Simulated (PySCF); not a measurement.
2,5-dihydro-1H-silole (C4H8Si), SMILES C1=CC[SiH2]C1. Atoms are numbered in the order given.

```xyz
13

C      1.3599     0.0015    -0.6705
C      1.3599     0.0015     0.6705
C      0.0493    -0.0031     1.4144
Si    -1.2239     0.0017     0.0000
C      0.0493    -0.0031    -1.4144
H      2.3020     0.0044    -1.2306
H      2.3020     0.0044     1.2306
H     -0.0440     0.8745     2.0770
H     -0.0421    -0.8877     2.0683
H     -2.0972     1.2161     0.0000
H     -2.1093    -1.2037     0.0000
H     -0.0421    -0.8877    -2.0683
H     -0.0440     0.8745    -2.0770
```

Geometry: PBE0-D3(BJ)/def2-SVP. Other conformers were not sampled.

These are PySCF 2.14.0 with TDA-M06-2X/def2-SVPD values and carry that method's errors.

Vertical excitations.  State labels are in the subgroup Cs.

### Question
Give excitation energies, oscillator strengths and character. (The exact figures need the calculation; the answer reports its results.)

### Answer

| state | symmetry | energy (eV) | λ (nm) | f | main pairs |
|---|---|---|---|---|---|
| S1 | A' | 6.61 | 187 | 0.008 | HOMO→LUMO 90 % |
| S2 | A" | 7.23 | 171 | 0.000 | HOMO→LUMO+1 95 % |
| S3 | A' | 7.42 | 167 | 0.001 | HOMO−1→LUMO+2 90 % |
| S4 | A" | 7.43 | 167 | 0.170 | HOMO→LUMO+2 79 % |
| S5 | A' | 7.72 | 161 | 0.003 | HOMO→LUMO+4 83 % |
| S6 | A" | 7.79 | 159 | 0.032 | HOMO−1→LUMO 85 % |
| S7 | A' | 7.88 | 157 | 0.000 | HOMO→LUMO+3 79 % |
| S8 | A" | 7.90 | 157 | 0.000 | HOMO→LUMO+5 86 % |
| S9 | A' | 7.94 | 156 | 0.002 | HOMO→LUMO+6 95 % |
| S10 | A" | 7.99 | 155 | 0.000 | HOMO−2→LUMO+2 81 % |
| T1 | A" | 4.67 | 265 | 0 | HOMO→LUMO+2 93 % |
| T2 | A' | 6.57 | 189 | 0 | HOMO→LUMO 89 % |
| T3 | A" | 7.19 | 173 | 0 | HOMO→LUMO+1 92 % |
| T4 | A' | 7.29 | 170 | 0 | HOMO−1→LUMO+2 89 % |
Triplets are in the Tamm–Dancoff approximation.
